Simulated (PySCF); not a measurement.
A PySCF script (with the pyscf-properties extension) for the NMR shieldings of SMILES COc1c(Cl)oc2ccsc12, C$_{7}$H$_{5}$ClO$_{2}$S, on a GFN2-xTB geometry:

```python
import basis_set_exchange as bse
import numpy as np
from pyscf import gto, dft
from pyscf.prop import nmr

atoms = """
C    -2.254615   -1.426258   -0.382836
O    -2.095501   -0.093704   -0.823172
C    -0.900822    0.471962   -0.547407
C    -0.547569    1.756743   -0.887524
Cl   -1.442713    2.944952   -1.703295
O     0.716218    2.077243   -0.491078
C     1.194747    0.977208    0.119925
C     2.410250    0.635068    0.745890
C     2.361836   -0.641871    1.206799
S     0.860568   -1.453250    0.898544
C     0.246074   -0.041969    0.116074
H    -1.521678   -2.089535   -0.850904
H    -2.160544   -1.499007    0.704414
H    -3.258103   -1.718155   -0.684252
H     3.254068    1.290466    0.844177
H     3.130184   -1.180949    1.723235
"""
names = dict.fromkeys(["C", "O", "Cl", "S", "H"], "pcSseg-1")
basis = {el: gto.basis.parse(bse.get_basis(n, elements=[el], fmt="nwchem")) for el, n in names.items()}
mol = gto.M(atom=atoms, basis=basis, charge=0, verbose=0)
mf = dft.RKS(mol, xc="PBE0")
mf.grids.level = 2
mf.grids.alignment = dft.numint.BLKSIZE   # the property module wants whole blocks of grid points
mf.conv_tol = 1e-9
mf.kernel()

calc = nmr.RKS(mf)   # GIAO
C = mf.mo_coeff
Co = C[:, mf.mo_occ > 0]
resp = mf.gen_response(singlet=True, hermi=2)
def vind(x):   # induced exchange potential for any number of trial vectors
    d = np.einsum("pi,xij,qj->xpq", C, 2 * x.reshape(-1, C.shape[1], Co.shape[1]), Co, optimize=True)
    return np.einsum("xpq,pi,qj->xij", resp(d - d.transpose(0, 2, 1)), C, Co, optimize=True).ravel()
mo1, _ = nmr.rhf.solve_mo1(calc, with_cphf=vind)
sigma = calc.kernel(mo1)
for i, s in enumerate(sigma):   # ppm
    w = np.linalg.eigvalsh((s + s.T) / 2)
    print("%2d %-2s iso %8.1f  s11 %8.1f  s22 %8.1f  s33 %8.1f" % (i, mol.atom_pure_symbol(i), w.mean(), *w))
```

**Question.** What are the results?

**Answer.** 
```
 0 C  iso    127.5  s11     98.1  s22    101.6  s33    182.7
 1 O  iso    274.5  s11    201.7  s22    309.3  s33    312.5
 2 C  iso     39.3  s11    -10.2  s22     34.8  s33     93.3
 3 C  iso     53.5  s11      8.4  s22     68.5  s33     83.6
 4 Cl iso    755.3  s11    578.0  s22    705.7  s33    982.1
 5 O  iso     81.7  s11    -20.8  s22     36.6  s33    229.5
 6 C  iso     29.5  s11    -15.7  s22     18.6  s33     85.5
 7 C  iso     71.1  s11     -6.1  s22     56.5  s33    163.0
 8 C  iso     57.3  s11    -28.3  s22     62.6  s33    137.7
 9 S  iso    361.2  s11    203.5  s22    430.6  s33    449.7
10 C  iso     62.6  s11      5.7  s22     45.8  s33    136.1
11 H  iso     27.3  s11     22.4  s22     27.0  s33     32.6
12 H  iso     27.3  s11     22.4  s22     27.0  s33     32.6
13 H  iso     27.4  s11     22.6  s22     25.7  s33     34.0
14 H  iso     24.7  s11     20.9  s22     25.4  s33     27.8
15 H  iso     24.7  s11     21.2  s22     24.8  s33     28.2
```

These numbers come from an equivalent density-fitted implementation of the same equations, which agrees with the script to about 0.01 ppm for H and up to a few tenths of a ppm for heavy atoms, so last digits may differ.

**Question.** Turn these shieldings into chemical shifts. Shifts are taken against calculated references (same method and geometry level): ¹³C (186.93 ppm) and ¹H (31.72 ppm) vs TMS; ¹⁷O (336.08 ppm) vs H2O; ³⁵Cl (949.78 ppm) vs HCl; ³³S (503.73 ppm) vs CS2.

**Answer.** Averaging equivalent atoms: C 6: 157.5; C 2: 147.6; C 3: 133.4; C 8: 129.6; C 10: 124.4; C 7: 115.8; C 0: 59.4; O 5: 254.3; O 1: 61.6; Cl 4: 194; S 9: 142; H 14: 6.99; H 15: 6.97; H 11/12/13: 4.34 ppm. Unscaled 17O shifts of doubly bonded oxygen tend to come out too high, by tens of ppm or more. Experimental scales use liquid or dissolved standards, which lie at an offset from isolated H2O (liquid H2O: subtract about 36 ppm).

Size and cost of the density-fitted run: 226 basis functions, 26 s wall time on 1 thread of an AMD EPYC 9R45 96-Core, shared host; peak memory 1.1 GiB.
